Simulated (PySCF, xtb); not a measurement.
C4H10Si2, SMILES C=C1CC[Si@H]1[SiH3].

The structure is a stationary point at B3LYP-D3(BJ)/def2-SVP. The geometry has at least one imaginary mode, so it is a saddle point at that level. The structure was generated by enumeration; whether it is a known compound was not checked.

These are PySCF with C-PCM-PBE0/def2-SVP values and carry that method's errors.

The values are the electrostatic part of the solvation free energy, E(continuum) − E(gas) at the gas-phase geometry, in a cavity of scaled van der Waals radii (PySCF's table); cavitation and dispersion terms are not included. In vacuum the orbital gap is 6.67 eV. The dipole moment in vacuum is 0.74 D.

Problem. Estimate the values in water (ε = 78.36), diethylether (ε = 4.24), ethylethanoate (ε = 5.99). (An estimate is asked for; the answer gives what the named calculation found.)

Solution. 
| solvent | ε | ΔG(elec) (kcal/mol) | dipole (D) | gap (eV) |
|---|---|---|---|---|
| water | 78.36 | -1.3 | 0.94 | 6.68 |
| diethylether | 4.24 | -1.0 | 0.89 | 6.68 |
| ethylethanoate | 5.99 | -1.1 | 0.90 | 6.68 |

For comparison, GFN2-xTB/ALPB(water) (xtb, at the GFN2-xTB geometry, all terms of that model) gives -0.6 kcal/mol.
